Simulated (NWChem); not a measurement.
CH6BNO2; SMILES COB(N)O

```xyz
11

B     -0.0480    -0.5268     0.0000
O     -0.8347    -1.6632     0.0000
H     -0.3075    -2.4778     0.0000
O     -0.7545     0.6606     0.0000
C     -0.0909     1.8975     0.0000
H      0.5525     2.0373    -0.9019
H     -0.8466     2.7093     0.0000
H      0.5525     2.0373     0.9019
N      1.3804    -0.5579     0.0000
H      1.9545     0.2827     0.0000
H      1.9309    -1.4139     0.0000
```
Atoms are numbered in this order, from 1.

All runs: NWChem. Pople sets run with spherical d functions. All runs use the structure optimised with PBE-D3(BJ)/def2-SVP. Ions are spin-unrestricted doublets at the neutral geometry; other ion states weren't tried.

For level PBE/6-31G*:

```yaml
"−ε(HOMO) (eV)": 5.65
```

Q: How do the values read with level Hartree-Fock/6-31G* instead?

A: The −ε(HOMO) (eV) is 11.23.
